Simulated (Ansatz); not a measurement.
(ZnO)n: PBE-D4/def2-SVP single points in Ansatz on relaxed structures, gas phase. Each cluster is the lowest isomer that a short search found in that spin, judged at the geometry's level, and lower ones may exist. Binding counts from free atoms in the multiplicity of their measured ground term, without zero-point energy. The structures are stationary points that may keep the symmetry of their start.

| species | atoms | state | geometry | HOMO (eV) | LUMO (eV) | gap (eV) | binding per atom (eV) | point group (within 0.1 Å) |
| --- | --- | --- | --- | --- | --- | --- | --- | --- |
| (ZnO)2 ring (Zn2O2) | 4 | singlet | r2SCAN-D4/def2-SVP | -4.71 | -3.79 | 0.92 | 2.09 | D2h |
| Zn3O3 | 6 | singlet | r2SCAN-D4/def2-SVP | -5.66 | -3.04 | 2.62 | 2.76 | D3h |
| Zn10O10 | 20 | singlet | r2SCAN-D4/def2-SVP | -4.73 | -3.53 | 1.21 | 3.20 | – |

The gap (eV) runs from 0.92 ((ZnO)2 ring) to 2.62 (Zn3O3). The binding per atom (eV) runs from 2.09 ((ZnO)2 ring) to 3.20 (Zn10O10).
